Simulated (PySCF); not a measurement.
## Fractional electron number in Hf²⁺ (hafnium, charge +2)

The 5d alpha orbital of [Xe] 4f14 5d2 is emptied in steps (occupation f), with all orbitals relaxed, ending at [Xe] 4f14 5d1. All numbers are calculated (PySCF 2.14, a scalar-relativistic core potential, in def2-TZVP with the def2 core potential (60 electrons) (6s4p3d1f, 40 functions)). The exact energy is a straight line in f; departures are measured from the line between the end points of the same method.

Question: Among PBE0, r2SCAN, LC-wPBE, which shows the largest delocalisation error (convex curve), and which is closest to linear?

Answer: Most convex: r2SCAN (-1.116 eV at f = 0.4); closest to linear: LC-wPBE (-0.187 eV).

```tsv
f	PBE0 (eV)	r2SCAN (eV)	LC-wPBE (eV)
1	0.000	0.000	0.000
0.8	-0.579	-0.746	-0.128
0.6	-0.871	-1.119	-0.190
0.4	-0.872	-1.116	-0.187
0.2	-0.582	-0.740	-0.123
0	0.000	0.000	0.000
```

| method | E(f=0) − E(f=1) (eV) | −ε at f=1 (eV) | −ε at f=0.4 (eV) |
| --- | --- | --- | --- |
| PBE0 | 22.426 | 18.820 | 23.146 |
| r2SCAN | 22.418 | 17.760 | 23.370 |
| LC-wPBE | 22.271 | 21.469 | 22.442 |

Reference removal energy between the ground levels: 22.55 ± 0.04 eV (theoretical estimate listed by NIST; NIST Atomic Spectra Database, ionization energies). The calculation has no spin-orbit coupling.
